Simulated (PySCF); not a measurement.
**Polarisability and C₆ of Pt²⁺ (platinum, charge +2)**

[Xe] 4f14 5d8, high-spin 3F determinant. All numbers are calculated (PySCF 2.14, scalar relativity by spin-free X2C-1e, in x2c-TZVPPall with one added diffuse shell each of s, p, d, f type (12s8p8d4f1g, 113 functions)). Coupled (time-dependent) response in atomic units; α is the mean over directions.

```tsv
method	mean α (bohr³)	C₆ (like pair)	S(−4)
PBE	9.812	64.03	23.15
```

S(−4) is the Cauchy moment in α(ω) = α(0) + S(−4) ω² + …

Spin-orbit coupling is absent.

α(iu) at PBE:

```tsv
u (hartree)	α(iu) (bohr³)
0	9.812
0.0500	9.754
0.100	9.589
0.200	9.016
0.300	8.277
0.500	6.817
0.750	5.384
1.00	4.341
1.50	2.981
2.00	2.163
3.00	1.274
5.00	0.5868
```

A single London oscillator, α(iu) = α/(1 + u²/ω²), gives C₆ = (3/4) ω α². Matching the computed C₆ needs ω = 4 × 64.03 / (3 × 9.812²) = 0.887 hartree.

For an ion, C₆ is the dispersion term alone; charge-induced terms of lower order in 1/R come first.

Spin-orbit coupling, absent here, splits the open shell strongly.
